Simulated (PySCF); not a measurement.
## Deuteron quadrupole couplings in `C/C=C/C=C\S[SiH3]`

C5H10SSi.
Z-matrix (Å and degrees, PBE0-D3(BJ)/def2-SVP geometry), rows numbered from 1:
```
C 
C   1  1.4887
C   2  1.3447  1  125.21
C   3  1.4471  2  124.09  1  -179.84
C   4  1.3473  3  126.09  2   179.89
S   5  1.7662  4  123.39  3     0.15
Si  6  2.1455  5  100.19  4  -179.74
H   1  1.1036  2  111.17  3   120.45
H   1  1.1034  2  111.24  3  -121.39
H   1  1.0998  2  111.72  3    -0.42
H   2  1.0981  1  116.65  3  -179.91
H   3  1.0971  2  118.88  1     0.09
H   4  1.0955  3  117.09  2    -0.03
H   5  1.0939  4  119.61  3  -179.89
H   7  1.4938  6  111.21  5    60.04
H   7  1.4937  6  111.29  5   -61.13
H   7  1.4896  6  105.01  5   179.49
```

Level: PBE0/pcSseg-1 (PySCF, non-relativistic); Q(2H) = 0.00286 b; rigid geometry, the same for H and D, with no vibrational averaging.

**Question.** Rank these positions by the coupling χzz of a deuteron there, largest first.
A. H16 (Si–H hydrogen)
B. H14 (vinylic hydrogen)
C. H11 (vinylic hydrogen)
D. H8 (methyl hydrogen)

**Answer.** B (202 kHz), C (198 kHz), D (193 kHz), A (93 kHz).

**Question.** Tabulate Vzz, the asymmetry η and χzz = 234.96 MHz × Q × Vzz for every hydrogen position.

**Answer.** 
```tsv
atom	bonded to	bond length (Å)	Vzz (au)	η	χzz (kHz)
H8	C1	1.104	0.2871	0.03	193
H9	C1	1.103	0.2874	0.03	193
H10	C1	1.100	0.2920	0.03	196
H11	C2	1.098	0.2954	0.07	198
H12	C3	1.097	0.2937	0.10	197
H13	C4	1.096	0.2998	0.09	201
H14	C5	1.094	0.3013	0.12	202
H15	Si7	1.494	0.1386	0.02	93
H16	Si7	1.494	0.1387	0.02	93
H17	Si7	1.490	0.1414	0.04	95
```

**Question.** Average by the element that carries the hydrogen.

**Answer.** on C: 197 kHz over 7 positions, mean bond length 1.099 Å; on Si: 94 kHz over 3 positions, mean bond length 1.492 Å.

**Question.** How does χzz go with the bond length over the 7 C–H bonds?

**Answer.** A straight-line fit has a slope of -9.8 kHz for each 0.01 Å, with a correlation coefficient of -0.98, over lengths from 1.094 to 1.104 Å. The longer bonds have the smaller couplings here.

**Question.** A static deuteron (I = 1) shows a doublet split by (3/2)χ, (3/4)χ(1 + η) and (3/4)χ(1 − η) with the field along z, y and x of the gradient. What are these for H16?

**Answer.** With |χ| = 93.2 kHz and η = 0.024: 140, 72 and 68 kHz, to first order and without motion.

The structure is a single PBE0-D3(BJ)/def2-SVP conformer in the gas phase; no vibrational or solvent corrections. With so small a basis the couplings can be 20 % off.
